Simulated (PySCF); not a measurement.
Two-component Hartree-Fock for Cd⁺ (cadmium, charge +1)

Start: [Kr] 4d9 5s1 6s1; 4d3/2 filled at m_j = -3/2, -1/2, +1/2, +3/2; 4d5/2 filled at m_j = -3/2, -1/2, +1/2, +3/2, +5/2; 5s1/2 filled at m_j = +1/2; 6s1/2 filled at m_j = +1/2. Calculated with PySCF 2.14 in x2c-TZVPall-2c with one added diffuse shell each of s, p, d type (9s10p8d1f, 86 functions): generalised Hartree-Fock with the X2C-1e Hamiltonian and a Gaussian nucleus; one run each with spin-orbit coupling (SO) switched off, then screened by Boettger's factors. This is a chosen level, not necessarily the ground level.

```tsv
spinor shell	electrons	ε, spin-free (eV)	ε, screened SO (eV)	weight of nominal j (screened SO)	rms radius, screened SO (bohr)
1s1/2	2	-26866.0	-26863.8	1.000	0.0348
2s1/2	2	-4094.0	-4093.3	1.000	0.142
2p1/2	2	-3668.4	-3801.8	1.000	0.124
2p3/2	4	-3668.4	-3607.0	1.000	0.128
3s1/2	2	-817.31	-817.11	1.000	0.381
3p1/2	2	-674.22	-698.84	1.000	0.375
3p3/2	4	-674.22	-662.79	1.000	0.386
3d3/2	4	-450.90	-455.28	0.999	0.362
4s1/2	2	-148.22	-148.16	1.000	0.938
4p1/2	2	-103.51	-108.56	0.987	1.01
4p3/2	4	-103.51	-101.11	0.993	1.03
4d3/2	4	-38.165	-38.936	0.895	1.30
4d5/2	5	-38.165	-37.569	0.916	1.32
5s1/2	1	-21.613	-21.612	1.000	2.65
6s1/2	1	-6.816	-6.815	1.000	6.63
```

(1) Where does 3d5/2 lie, and what is the 3d spin-orbit splitting (screened SO)?

```tsv
quantity	spin-free	screened SO
E (hartree)	-5589.81833	-5590.95396
M_J	7/2	7/2
⟨J²⟩	15.755	15.755
⟨L²⟩	6.005	6.020
⟨S²⟩	3.750	3.766
```

Each row is a mean over spinors that exchange with the open shell spreads, by up to 6.042 eV (4p3/2).

Rows whose weight is well below 1 are mixtures of j = l ± 1/2: exchange outweighs spin-orbit coupling there, and the label is only the starting occupation.

Breit and QED terms are absent; they matter most for the inner s and p1/2 levels.

Densities and radii are taken from the X2C orbitals without a picture-change correction, which distorts them close to the nucleus.

Without spin-orbit coupling the j labels of p, d and f shells carry no meaning; the spin-free column gives the mean over the occupied spinors of each nl shell.

Results:

(1) At -447.77 eV, 7.509 eV above 3d3/2.
